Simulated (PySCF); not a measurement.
# One molecule, several mistakes: ClGeH4OSi

All numbers below are calculated, not measured. The program is PySCF 2.14.0, an open-source quantum chemistry code, run on an isolated molecule that a program drew, which may never have been made. The molecule is ClGeH4OSi (charge 0, doublet), drawn as the SMILES string `[OH][GeH]([SiH2])[Cl]`.

Each row is a Hartree-Fock (HF) and frozen-core CCSD(T) single point in the cc-pV(D+d)Z basis, meant for a local HF minimum. Run 1 is clean. Each other run has one planted mistake out of seven kinds, and not every kind appears here: one electron removed, one electron added, multiplicity raised by two, geometry at a saddle point, minimal basis STO-3G, one bond length entered in bohr, all coordinates scaled. The reference is restricted for singlets and unrestricted otherwise, and also for a bond in bohr. Adding or removing an electron swaps singlet and doublet. Electrons count all cores. HOMO and LUMO are orbital energies over both spins, the gradient is its largest component, and the lowest frequency (negative if imaginary) is given only where the gradient is small. Bond lengths are over the 7 bonds as drawn. T1 is the CCSD diagnostic: over 0.02 (restricted) or 0.045 (unrestricted) a single reference is doubtful. Germanium has the cc-pVDZ-PP basis, with a core potential (ECP10MDF) in place of its 10 inner electrons, and its 3s, 3p and 3d shells are frozen in CCSD(T).

Geometry of the clean run:
```xyz
8
ClGeH4OSi, angstrom
O     0.5843    0.0408    3.1314
Ge    0.1911   -0.2912    1.4376
Si    0.1476    1.8202    0.3261
Cl   -1.7801   -1.2435    1.4181
H     0.4636   -0.6845    3.7291
H     1.1272   -1.3567    0.8736
H    -0.1058    1.6495   -1.1221
H    -0.8428    2.7287    0.9410
```

| run | electrons | basis functions | <S^2> | HOMO (eV) | LUMO (eV) | gradient (hartree/bohr) | lowest frequency (cm^-1) | mean bond (Å) | longest bond (Å) | T1 | HF (hartree) | CCSD(T) (hartree) | mistake |
|---|---|---|---|---|---|---|---|---|---|---|---|---|---|
| 1 | 75 | 103 | 0.757 | -9.38 | 0.50 | 1.6e-05 | 103 | 1.6826 | 2.386 | 0.0135 | -1119.04678 | -1119.60748 | no fault |
| 2 | 76 | 103 | 0.000 | -1.37 | 7.89 | 4.9e-02 | - | 1.6826 | 2.386 | 0.0127 | -1119.05996 | -1119.65049 | one electron added |
| 3 | 75 | 103 | 1.722 | -7.57 | -0.90 | 1.4e-02 | - | 1.9608 | 4.137 | 0.0427 | -1118.92623 | -1119.46283 | one bond length entered in bohr |
| 4 | 74 | 103 | 0.000 | -16.41 | -7.45 | 5.2e-02 | - | 1.6826 | 2.386 | 0.0197 | -1118.73634 | -1119.29431 | ? |

**Which mistake was planted in run 4, and what did it cost?**

It counts 74 electrons, one fewer than the clean run, at the same geometry and basis. So the mistake is: one electron removed. Subtracting run 1 and multiplying by 627.51 kcal/mol a hartree, the energy moved by 194.8 kcal/mol in HF and 196.5 kcal/mol in CCSD(T).

